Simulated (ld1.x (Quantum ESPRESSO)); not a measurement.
The numbers below are computed, except where a source is named.
Hardness and transferability of assorted potentials

Generated with ld1.x 7.5 (TM, RRKJ, ultrasoft, PAW), atompaw 4.2 or ONCVPSP 4.0.1. The cutoff is in Ry: for ld1.x and atompaw files where the sum of valence levels is converged to 10 mRy in a Bessel basis, for ONCV files where the hardest occupied wave has 1 mHa per electron of residual kinetic energy. The error is the largest all-electron minus pseudo excitation energy over each file’s own four to seven test configurations (ionisations up to +4, promotions, holes and added fractions of an electron), all of which were solved. The labels leave out finer settings (local radius, basis sizes, second energies), which also bear on the numbers. Spin-polarised tests are not counted. The rows are a selection from randomly drawn settings: files with unsolved tests, undetermined cutoffs or missed reference levels are left out.

A true bound ghost makes a file unfit for plane-wave use even where its test errors are small: the radial tests pick states by their node count and pass the ghost by.

| element | potential | cutoff (Ry) | largest error (meV) | bound ghosts |
| --- | --- | --- | --- | --- |
| P | RRKJ, LDA (PZ), non-relativistic, rc 1.25/1.30/1.35 (spd), local s, core correction no, reference 3s1 3p4 | 60 | +438 | none |
| V | RRKJ, PBEsol, scalar-relativistic, rc 2.10/2.45/2.26 (spd), local s, core correction yes, reference 3d3 4s2 4p0 | 35 | -282 | none |
| Se | PAW, PBE, scalar-relativistic, rc 1.55/2.00/1.80 (spd), local smoothed, core correction yes, reference 4s2 4p3 | 15 | -229 | none |
| Kr | ultrasoft, LDA (PZ), scalar-relativistic, rc 1.40/1.55/1.46 (spd), local smoothed, core correction no, reference 4s2 4p5.75 | 21 | -15 | none |
| Zr | TM, LDA (PZ), scalar-relativistic, rc 3.25/1.70/1.70 (spd), local p, core correction yes, reference 4p6 4d2 5s1 5p0 | 40 | +71 | s |
| Cd | TM, PBE, scalar-relativistic, rc 2.25/3.05/3.00 (spd), local s, core correction yes, reference 5s1.5 5p0 | 8 | -123 | none |

(1) Fill in the row for Hf: TM, PBEsol, fully relativistic, rc 2.45/3.35/3.00 (spd), local smoothed, core correction yes, reference 5d3 6s1 6p0.

## Answers

(1) cutoff 18 Ry, largest error -77 meV, bound ghosts: none.
